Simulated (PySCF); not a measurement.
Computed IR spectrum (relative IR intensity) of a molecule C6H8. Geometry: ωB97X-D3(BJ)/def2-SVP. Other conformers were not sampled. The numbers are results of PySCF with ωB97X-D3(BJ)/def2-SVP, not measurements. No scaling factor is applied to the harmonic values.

ν (cm⁻¹): 479 (w), 684 (vs), 762 (m), 957 (w), 983 (vw), 997 (w), 1053 (vw), 1087 (vw), 1185 (w), 1197 (vw), 1273 (w), 1414 (w), 1446 (w), 1452 (w), 1468 (w), 1718 (vw), 3034 (m), 3039 (s), 3125 (s), 3200 (w), 3216 (s), 3225 (m) (against the strongest line: vs over 80 %, s over 45 %, m over 15 %, w over 4 %, vw less)

### Question
Which molecule gave these data?
(A) C#C[C@@H]1C[C@@H]1C
(B) C#CC1(C)CC1
(C) C#CCCC=C
(D) C1=CCCC=C1

### Answer
D, C1=CCCC=C1
